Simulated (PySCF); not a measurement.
## Spin states and ions at one geometry of [BiF2]+

PySCF 2.14.0, RKS PBE0, Bi def2-SVP with ECP60, F def2-SVP; non-relativistic Hamiltonian with scalar-relativistic core potentials where named; density fitting; no spin-orbit coupling; singlets restricted, open shells unrestricted. The geometry is relaxed for charge +1, singlet, vacuum:

```xyz
3

Bi    0.0000    0.0000   -0.4756
F     1.4602    0.0000    0.8539
F    -1.4602    0.0000    0.8539
```

Energies count from the relaxed state; an electron taken off or put on is at rest in vacuum. Charges and spins are Mulliken's.

| state | energy (eV) | spin squared | charge on Bi1 (e) | spin on Bi1 (e) | dipole about the centre of mass (D) |
| --- | --- | --- | --- | --- | --- |
| charge +1, singlet, vacuum | 0.00 | 0.00 | 1.69 | 0.00 | 4.40 |
| charge +1, triplet, vacuum | 4.03 | 2.02 | 1.39 | 1.12 | 2.64 |
| charge +2, doublet, vacuum | 19.46 | 0.78 | 2.14 | 0.03 | 2.41 |

Task: What does the state charge 0, doublet, vacuum give?

Result: energy (eV) -8.34, spin squared 0.75, charge on Bi1 (e) 0.93, spin on Bi1 (e) 0.93, dipole about the centre of mass (D) 4.10.

With an electron taken off (doublet) the charges change, summed by element, by Bi +0.45 e, F +0.55 e. The vertical ionisation energy is 19.46 eV, against −ε(HOMO) = 16.89 eV of the relaxed state. The level lies 2.6 eV too high, as is usual for semilocal functionals and global hybrids, which keep a self-interaction error.

With an electron put on (doublet) the charges change, summed by element, by Bi -0.76 e, F -0.24 e. The vertical electron affinity is 8.34 eV, against −ε(LUMO) = 10.78 eV of the relaxed state.

Open shells may have lower solutions than those found.
